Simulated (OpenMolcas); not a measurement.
**V3+, Nb3+, Ta3+: d² down the group**

- Program: OpenMolcas 26.06
- Method: SS-CASPT2, IPEA 0.25 Eh, imaginary shift 0.1 Eh
- Basis: ANO-R2
- Scalar Hamiltonian: X2C, finite nucleus
- Spin-orbit coupling: state interaction with AMFI integrals over the reference wave functions, term energies averaged over their components

Active space for each ion: 2 electrons in 10 orbitals (d d); closed shells correlated by CASPT2: V3+ 3s 3p; Nb3+ 4s 4p; Ta3+ 5s 5p.

Computed levels in cm-1 above ³F₂:

```json
{"Level": "³F₃", "V3+": "319", "Nb3+": "1080", "Ta3+": "5130"}
{"Level": "³F₄", "V3+": "730", "Nb3+": "2320", "Ta3+": "9480"}
{"Level": "¹D₂", "V3+": "10900", "Nb3+": "7850", "Ta3+": "10860"}
{"Level": "³P₀", "V3+": "13810", "Nb3+": "10060", "Ta3+": "11780"}
{"Level": "³P₁", "V3+": "13920", "Nb3+": "10470", "Ta3+": "14510"}
{"Level": "³P₂", "V3+": "14150", "Nb3+": "11350", "Ta3+": "18860"}
{"Level": "¹G₄", "V3+": "18930", "Nb3+": "14130", "Ta3+": "19650"}
{"Level": "¹S₀", "V3+": "43490", "Nb3+": "31880", "Ta3+": "36250"}
{"Level": "weight of ³F in the lowest level (%)", "V3+": "100", "Nb3+": "98", "Ta3+": "88"}
```

Mixed levels, with the weight of the term that names them: Ta3+ ¹D₂ (66 %).

Measured, with the error of the calculation in %. Measured levels: V3+ from Sugar and Corliss, J. Phys. Chem. Ref. Data 7, 1191 (1978).

```
Level           V3+
  ³F₃    325 (-1.9)
  ³F₄    735 (-0.6)
  ¹D₂  10959 (-0.6)
  ³P₁  13239 (+5.1)
  ³P₂  13458 (+5.1)
  ¹G₄  18391 (+2.9)
  ¹S₀  42462 (+2.4)
```

The fine-structure level ³F₄ changes by a factor of 13 from V3+ to Ta3+.

Without spin-orbit coupling ¹D lies 10490, 6580, 5000 cm-1 above ³F in that order; the difference to the level ¹D₂, of either sign, comes from spin-orbit coupling, which also lowers the zero.

Term energies are means over components that CASPT2 splits; among the terms shown or strongly mixed into the levels shown the widest spread is 950 cm-1 (3d² ³F, V3+). Active for correlation alone: 4d; no level in the range computed is led by a configuration that fills it, so any true level of that kind is missing (holds for V3+). Active for correlation alone: 5d; no level in the range computed is led by a configuration that fills it, so any true level of that kind is missing (holds for Nb3+). Active for correlation alone: 6d; no level in the range computed is led by a configuration that fills it, so any true level of that kind is missing (holds for Ta3+). Computed and measured levels are paired by configuration, term and J; levels that our copy of the source lacks, or whose pairing is in doubt (as where it misses far off the trend of its configuration), stay unpaired and out of the deviations. Levels of configurations outside the active space are missing.
